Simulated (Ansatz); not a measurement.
`C=CCC(C#N)(C#N)C#N` + `C#N` → `N#CC(C#N)(C#N)C#N` + `C=CC` at 500 K and 1 bar (formal exchange of groups at a C–C bond).

Calculated with Ansatz (gas phase, PBE0-D4/def2-TZVP geometries, no zero-point term in ΔE). CBS: MP2 limit from def2 TZ/QZ plus the TZ coupled-cluster correction, frozen cores. This one scheme is used for every species. One conformer a species, not always the lowest.

```
             species  CCSD(T)/CBS energy (Eh)  H − E (kJ/mol)  S (J/(mol·K))
`C=CCC(C#N)(C#N)C#N`               -433.37801           341.1          509.8
               `C#N`                -93.32098            60.1          220.8
 `N#CC(C#N)(C#N)C#N`               -408.92351           160.7          427.8
              `C=CC`               -117.74610           238.4          304.6
```

H − E and S are ideal-gas, rigid-rotor, harmonic terms from PBE0-D4/def2-TZVP, for one conformer and one mirror image of each species. 1 Eh = 2625.50 kJ/mol, R = 8.31446 J/(mol·K).

By hand: ΔE, ΔH, ΔS and ΔG.

ΔE = (-408.92351) + (-117.74610) − (-433.37801) − (-93.32098) = 0.02938 Eh = 77.1 kJ/mol. Δ(H − E) = 160.7 + 238.4 − 341.1 − 60.1 = -2.1, so ΔH = 75.0 kJ/mol. ΔS = 427.8 + 304.6 − 509.8 − 220.8 = 1.8 J/(mol·K). ΔG = 75.0 − 500 × (1.8)/1000 = 74.1 kJ/mol.

By hand: the equilibrium constant, and the temperature at which ΔG would vanish if ΔH and ΔS stayed fixed.

log₁₀ K = −ΔG/(RT ln 10) = -7.7. ΔG = 0 at ΔH/ΔS = 41667 K, far beyond where these terms or the molecules hold.

The number of gas molecules stays the same, so ΔS is small and ΔH decides. A doubt of 5 kJ/mol in ΔE shifts log₁₀ K by 0.5 here. Other conformers and mirror images would add mixing entropy, several J/(mol·K) or more a flexible species. These are equilibria of isolated gas molecules and say nothing of rates. Largest T1 diagnostic: 0.015 (customary marks: 0.02 for closed shells, 0.045 for open ones).
